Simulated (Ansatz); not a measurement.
Consider the ligand exchange at the Si–C bond: `C=C([SiH3])NC` + `NC(O)(O)F` → `OC(O)(F)N[SiH3]` + `C=CNC`.

Isolated molecules relaxed with PBE0-D4/def2-TZVP in Ansatz; ΔE leaves out vibrations. CCSD(T)/CBS adds triple-zeta CCSD(T) − MP2 to the extrapolated MP2 energy (def2 sets, frozen cores). DFT in def2-TZVPP. B3LYP here is the variant with VWN-RPA as its local correlation; programs differ in this. Each species was taken in one conformer, which may not be the lowest.

```csv
level,ΔE (kJ/mol),difference from CCSD(T)/CBS
r2SCAN-D4,-46.6,1.5
PBE0-D4,-42.9,5.2
ωB97M-V,-48.8,-0.7
B2PLYP,-51.9,-3.8
r2SCAN,-47.2,0.9
PBE0,-45.0,3.1
B3LYP,-52.8,-4.7
HF/def2-TZVPP,-63.8,-15.7
MP2/def2-TZVPP,-49.2,-1.1
SCS-MP2/def2-TZVPP,-52.0,-3.9
CCSD/def2-TZVPP,-50.8,-2.7
HF/def2-QZVPP,-64.8,-16.7
MP2/def2-QZVPP,-49.7,-1.6
SCS-MP2/def2-QZVPP,-52.6,-4.5
MP2/CBS(def2),-49.5,-1.4
CCSD/CBS(def2),-51.1,-3.0
CCSD(T)/CBS,-48.1,0
```

Largest T1 diagnostic among the species: 0.012.

From PBE to PBE0 (25 % exact exchange), in def2-TZVPP and without D4, ΔE moves by −3.6 kJ/mol. In def2-TZVPP, CCSD(T) changes the Hartree–Fock value by +16.1 kJ/mol (the triples alone add +3.0 kJ/mol) and MP2 by +14.7 kJ/mol.
